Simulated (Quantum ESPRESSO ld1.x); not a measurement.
Results of a calculation; reference values are marked as such.
Q: Be2+, 2 electrons, occupied as [He]. Code: ld1.x of Quantum ESPRESSO 7.5. Model: scalar-relativistic Kohn-Sham, LDA (Slater exchange, Perdew-Zunger correlation), spin-polarised, spherical densities, point nucleus. Some entries of the table are withheld. Estimate them.

| orbital | occ. | eigenvalue (eV) | <r^2> (bohr^2) | <r> (bohr) |
|---|---|---|---|---|
| 1s | 2 | (1) | 0.2404 | 0.4207 |
| 2s | 0 | -20.3483 | 5.060 | 2.071 |
| 2p | 0 | (2) | 4.802 | 1.980 |

A: 
(1) 1s eigenvalue (eV): -130.794
(2) 2p eigenvalue (eV): -16.8961
